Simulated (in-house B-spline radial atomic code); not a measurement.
Settings and results of a run for the caesium ion Cs²⁺ (an excited or competing configuration). Computed with a radial B-spline atomic code at the basis-set limit: scalar-relativistic (X2C) Hartree-Fock with fractional occupations, spin-polarised, spherical fractional occupations, Fermi nucleus of rms radius 4.8041 fm.

Command:
```bash
python run_scf.py task.json out
```
Settings (nuclear radius in fm, mass in u):
```
Z                55
configuration    [Kr] 4d9 5s2 5p5 6p1
hamiltonian      x2c
method           hf,
spin_polarised   True
nucleus          fermi
rms_radius       4.8041
atomic_mass      132.90545
speed_of_light   137.035999084
```

Output (hartree, bohr):
```
 radial grid: 81 intervals, B-splines of order 8, outer radius 60 bohr

 iter        energy (Eh)    residual
    1       -7770.633457    5.34e-01
    2       -7776.616410    2.42e-01
    3       -7778.196016    6.39e-02
    4       -7778.319406    2.22e-02
    5       -7778.331593    8.31e-03
    6       -7778.333303    8.77e-04
    7       -7778.333325    2.52e-04
    8       -7778.333327    3.15e-05
    9       -7778.333327    6.26e-06
   10       -7778.333327    8.60e-07
   11       -7778.333327    4.02e-08

 total energy                     -7778.33333
 kinetic                            8287.1909
 electron-nucleus                 -18862.5426
 Hartree                            2986.5000
 exact exchange                     -189.4817

 orbital      occ     eigenvalue          <r>       <r^2>       <1/r>       r_max
 1s up      1.000     -1330.0956    0.0254721 0.000890274      62.623     0.01604
 1s down    1.000     -1330.0893    0.0254719 0.000890263     62.6232     0.01604
 2s up      1.000      -213.6040     0.111432   0.0147144     14.3162     0.09466
 2s down    1.000      -213.5699     0.111425   0.0147126     14.3172     0.09465
 2p up      3.000      -191.6561    0.0979186   0.0117224     13.0735     0.07587
 2p down    3.000      -191.6192    0.0979111   0.0117205     13.0743     0.07587
 3s up      1.000       -47.0763     0.297241    0.101099     5.09215      0.2718
 3s down    1.000       -47.0555     0.297175    0.101038     5.09235      0.2718
 3p up      3.000       -39.8267     0.295362    0.101237     4.72078       0.266
 3p down    3.000       -39.8007     0.295299    0.101171     4.72069      0.2661
 3d up      5.000       -29.1238     0.272476   0.0875879     4.43518      0.2202
 3d down    5.000       -29.0823     0.272596   0.0876546       4.433      0.2204
 4s up      1.000       -10.5760     0.690351    0.536821     2.05007      0.6405
 4s down    1.000       -10.4381     0.690603    0.537189     2.04854      0.6404
 4p up      3.000        -8.1358     0.731892    0.607916     1.87024      0.6695
 4p down    3.000        -7.9712     0.733087    0.609901     1.86593      0.6699
 4d up      5.000        -4.4407     0.820517    0.779331     1.60286      0.7154
 4d down    4.000        -4.1505     0.825507    0.789164     1.59292       0.718
 5s up      1.000        -2.2417      1.65177     3.04901    0.794395       1.499
 5s down    1.000        -2.0997      1.66279      3.0942    0.789626       1.502
 5p up      3.000        -1.5345      1.86538     3.90573    0.692982        1.67
 5p down    2.000        -1.3201      1.91518     4.12668    0.673381       1.696
 6p up      1.000        -0.3602      4.92094     26.7686    0.247569       4.452
```

Time taken, with all properties: 0.27 s on 1 thread of Arm Neoverse V2, with other jobs on the host.

Caution: exact exchange at fractional occupations of open shells leaves self-interaction of up to several eV.

One-electron X2C: radii and densities carry no picture-change correction, so inner-shell <1/r> comes out high (for 1s by about 2 % at Z = 33, 5 % at 54, 10 % at 75, 30 % at 118) and <r> low.
